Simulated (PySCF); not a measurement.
Geometry:
```tsv
atom	x (Å)	y (Å)	z (Å)
Al1	1.868	0.002	0.278
C2	-0.024	-0.320	0.529
C3	-0.922	-0.542	-0.683
C4	-1.041	0.723	0.083
H5	2.302	0.827	-1.017
H6	2.967	-0.526	1.303
H7	-0.339	-0.886	1.414
H8	-1.720	-1.283	-0.585
H9	-0.479	-0.504	-1.684
H10	-1.923	0.864	0.715
H11	-0.682	1.648	-0.381
```

Calculated, not measured (PySCF 2.14): shielding tensors at PBE/pcSseg-2 (GIAO), PBE0-D3(BJ)/def2-SVP structure. Isolated molecule, one averaged value for each set of equivalent atoms, one computed conformer, non-relativistic.

δ = σ(ref) − σ, references computed at the same level: TMS for 13C (σref 179.39) and 1H (σref 31.18); 27Al (σref 478.43) against AlH4-.

```
 atoms  nucleus  count  δ (ppm)
 C3/C4      13C      2        ?
H8/H10       1H      2     0.84
    C2      13C      1      0.9
H9/H11       1H      2     0.59
   Al1     27Al      1    225.3
    H7       1H      1    -0.22
 H5/H6       1H      2        ?
```

Problem. Fill in the missing shifts.

Solution. 
- C3/C4: 3.5 ppm, three-membered-ring carbon; carbons of three-membered rings are unusually shielded
- H5/H6: 5.28 ppm, hydrogen on an aluminium bonded to C

Hydrides on Al or Ga are broadened by the quadrupolar metal nucleus. Shifts are as computed, not scaled to solution data. Of 1211 compounds with measured shifts, 218 miss one by over three times the rms of a fit or turn the order of signals round; such compounds aren't used in these exercises.
